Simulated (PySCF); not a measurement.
# Re(69+): ionisation energy

Re(69+) [He] 2s2 2p2 (3P) → Re(70+) [He] 2s2 2p1 (2P), as a difference of total energies. All numbers are calculated (PySCF 2.14, the spin-free X2C one-electron Hamiltonian (Gaussian nucleus), in an even-tempered Gaussian basis (18 s from 48 bohr⁻², ratio 2.2; 13 p from 63 bohr⁻², ratio 2.2; 5 d from 230 bohr⁻², ratio 2.4; 5 f from 350 bohr⁻², ratio 2.4; 4 g from 520 bohr⁻², ratio 2.4)). Correlated levels: nothing frozen; virtual orbitals above 40 to 60 times the deepest correlated orbital energy dropped. The calculations carry no spin-orbit coupling.

```
                 method  ionisation energy (eV)
                    UHF                 18007.2
                    LDA                 17998.4
                    PBE                 18004.6
                   PBE0                 18005.5
                 r2SCAN                 18011.3
              BHandHLYP                 18007.7
                   TPSS                 18005.1
    MP2 (all electrons)                 18007.3
SCS-MP2 (all electrons)                 18006.9
```

Spin-orbit coupling is strong in these open shells (close to jj coupling). The scalar numbers leave it out and a first-order estimate fails, so it can dominate the gap to the real levels.

For this ion Breit and QED terms and the two-electron picture change, all absent here, outweigh the differences among the correlated methods.

For comparison: 19000 ± 50 eV (theoretical estimate listed by NIST; NIST Atomic Spectra Database, ionization energies).
